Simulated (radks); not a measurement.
Task: The potassium ion K7+ is in [Ne] 3s2. Method: Dirac Kohn-Sham, BLYP, spin-unpolarised, spherical densities, finite nucleus; Fermi nuclear charge, rms radius of each element as measured or else 0.836 A^(1/3) + 0.57 fm; computed with a radial shooting solver on a logarithmic mesh with Libxc functionals. Sub-shells are occupied by j as written (lower j first in brackets). One electron is removed from 2s1/2, 3s1/2, 2p1/2, 2p3/2 in turn, with full relaxation. Which removal costs least, and what does each cost?

Result: 3s1/2 155.97 eV; 2p3/2 446.59 eV; 2p1/2 449.73 eV; 2s1/2 516.71 eV. The 3s1/2 electron leaves first.
